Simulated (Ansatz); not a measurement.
**What each rung costs, and what it gives**

The pair of SiH3F (SMILES [SiH3]F, atoms 1–5) and H2Te (SMILES [TeH2], atoms 6–8), both closed shells, in one local arrangement (a lower one may exist), relaxed at PBE0-D4/def2-TZVP:

```
atom    x (Å)    y (Å)    z (Å)
 Si1  -0.1860  -0.1424  -1.5936
  F2   0.2324   1.2478  -0.9070
  H3  -0.5332   0.1516  -3.0047
  H4  -1.3568  -0.6897  -0.8720
  H5   0.9664  -1.0686  -1.5226
 Te6   0.9279   0.1829   2.1856
  H7   0.4788  -0.6471   3.5479
  H8  -0.5293   0.9655   2.1664
```

Interaction energies are counterpoise-corrected; the time is that of the whole pair.

Program: Ansatz 0.2.0. Basis: as named in each row. Cores are frozen in the correlated methods. Filled d shells of the heavier atoms are correlated. Core potentials replace the inner electrons of the atoms past krypton. The def2 sets are not built for correlating such inner shells, so the correlated values are less sure here. B3LYP uses VWN-RPA correlation. Extrapolation: Hartree–Fock as exp(−7.88 √X), correlation as X^−2.97.

Times are rough, for one single point on 4 threads of a shared host (Arm Neoverse N1).

The estimate by CCSD(T) at an estimated basis limit (MP2 extrapolated from triple and quadruple zeta, plus CCSD(T) − MP2 in triple zeta) is -1.94 kcal/mol.

```tsv
method	basis	time (s)	interaction energy (kcal/mol)	method less estimate
SPW92	def2-SVP	under 1	-3.13	-1.19
PBE-D4	def2-SVP	under 1	-2.46	-0.52
PBE0-D4	def2-SVP	1	-2.40	-0.46
PBE-D4	def2-TZVPPD	3	-2.52	-0.58
revPBE-D4	def2-TZVPPD	3	-2.31	-0.38
BLYP-D4	def2-TZVPPD	3	-2.38	-0.44
CCSD(T)	def2-SVP	3	-0.43	1.51
PBE0-D4	def2-TZVPPD	4	-2.38	-0.44
HSE06-D4	def2-TZVPPD	4	-2.36	-0.42
B3LYP-D4	def2-TZVPPD	4	-2.46	-0.52
r2SCAN-D4	def2-TZVPPD	6	-2.10	-0.16
wB97M-V	def2-SVP	6	-2.04	-0.10
B2PLYP	def2-TZVPPD	9	-0.75	1.19
wB97X-V	def2-TZVPPD	11	-2.09	-0.15
B97M-V	def2-TZVPPD	12	-2.18	-0.24
wB97M-V	def2-TZVPPD	14	-2.16	-0.22
MP2	def2-QZVPPD	20	-1.88	0.06
CCSD(T)	def2-TZVPPD	200	-1.55	0.39
```

No T1 diagnostic of these runs exceeds 0.012.
